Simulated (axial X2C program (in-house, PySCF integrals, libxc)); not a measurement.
What spin–orbit coupling does to IrO

All values were computed with an in-house all-electron X2C program for linear molecules (integrals from PySCF). Spin-free means the one-electron spin-free X2C Hamiltonian; two-component (2c) means X2C with spin–orbit coupling and atomic mean-field two-electron Coulomb and Gaunt terms, so the difference of the two also holds small scalar two-electron terms. Basis: Ir dyall-v2z [11s12p9d6f], O dyall-v2z [5s5p1d] (cores contracted in-house); Gaussian nuclei, density fitting, unrestricted open shells. Masses: Ir 192.963 u, O 15.995 u.

Spin-free state: M_S = 3/2, Λ = 0 (beyond evenly filled blocks: σα, π+α, π-α); fragments Ir + O.

```
  level  Re (Å)  ωe (cm⁻¹)  De (eV)  μ (D)
   PBE0   1.686      994.5    4.745  -2.94
r2SCAN0   1.676     1022.9    4.418  -2.90
```

Dipoles are positive if O is the positive end.

Two-component determinant lowest at the distance of the search:

Ω = 7/2 (⟨Sz⟩ = 1.46, ⟨Lz⟩ = 2.04 at PBE0); fragments Ir + O.

```json
{"level": "PBE0", "Re (Å)": "1.711", "ωe (cm⁻¹)": "947.6", "μ (D)": "-2.86"}
{"level": "r2SCAN0", "Re (Å)": "1.702", "ωe (cm⁻¹)": "973.5", "μ (D)": "-2.94"}
```

From the two tables, how do the constants change at the PBE0 level (2c against spin-free)?

At the PBE0 level Re rises by 0.025 Å and ωe falls by 46.9 cm⁻¹. The two determinants differ in configuration, so these shifts compare two states and are not the spin–orbit effect on one state.

Occupations by symmetry block were frozen at the best pattern of an incomplete PBE0 search. De is counted from the lowest determinant-based energies of the atoms at the same level, without counterpoise correction. De is not given where an atomic determinant may have missed its ground term or J level, or where the truncated virtual space spoils (T). Density functionals use the spin component along the axis (collinear). PBE0 can misorder states that lie within some tenths of an eV, so this need not be the ground state of the molecule. The nearest other spin-free determinant of the search, M_S = 3/2, Λ = 2, lies 0.019 eV up at the distance of the search. Without a current term, density functionals place determinants with orbital angular momentum somewhat too high. With several unpaired electrons one determinant need not be a pure state.
